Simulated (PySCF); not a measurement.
## Excitation energy of Ti+ by level of theory

Ti+ [Ar] 3d2 4s1 (4F) → Ti+ [Ar] 3d2 4p1 (high-spin determinant), as a difference of total energies. Calculation: PySCF 2.14, in x2c-TZVPPall with one added diffuse shell each of s, p, d, f type (7s6p5d3f1g, 80 functions); the spin-free X2C one-electron Hamiltonian (Gaussian nucleus). Correlated levels: valence and next inner shell: [Ne] frozen. The calculations carry no spin-orbit coupling.

```tsv
method	excitation energy (eV)
UHF	3.594
MP2 (valence and next inner shell)	3.843
SCS-MP2 (valence and next inner shell)	3.782
CCSD (valence and next inner shell)	3.797
CCSD(T) (valence and next inner shell)	3.798
```

Q: How much does correlation contribute at CCSD(T) (valence and next inner shell)?

A: 3.798 − (3.594) = 0.204 eV, measured against UHF.

The determinant of the upper state mixes LS terms, which raises its energy above the lowest term, most at the Hartree-Fock and MP2 levels.
